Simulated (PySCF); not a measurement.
(1-methylcyclopropyl)methanol (C5H10O), SMILES C1C(C1)(CO)C.

The structure is a stationary point at B3LYP-D3(BJ)/def2-SVP. The values are those of a single conformer.

Two levels are set side by side: PBE/def2-TZVP (PySCF) and HF/def2-TZVP (PySCF). Same geometry, gas phase. Differences are taken from unrounded values.

```json
[
 {"quantity": "orbital gap (eV)", "PBE": "6.12"},
 {"quantity": "highest occupied level (eV)", "PBE": "-5.96"},
 {"quantity": "lowest empty level (eV)", "PBE": "0.16"},
 {"quantity": "dipole moment (D)", "PBE": "1.51"},
 {"quantity": "mean polarisability (bohr³)", "PBE": "65.8"}
]
```

These are the PBE values. What does HF give? (The exact figures need the calculation; the answer reports its results.)


```
quantity                         HF  PBE minus HF
---------------------------  ------  ------------
orbital gap (eV)              14.10         -7.98
highest occupied level (eV)  -10.44          4.48
lowest empty level (eV)        3.66         -3.50
dipole moment (D)              1.70         -0.19
mean polarisability (bohr³)    60.1           5.6
```

Without exact exchange PBE keeps part of each electron's self-repulsion, which lifts occupied levels and narrows the gap. Loosely held outer electrons make PBE densities more polarisable. Differences between two approximate levels are no errors against the true value.

Rough cost on one machine, each run with all the roots and properties that it gave: HF against PBE about 1/3.
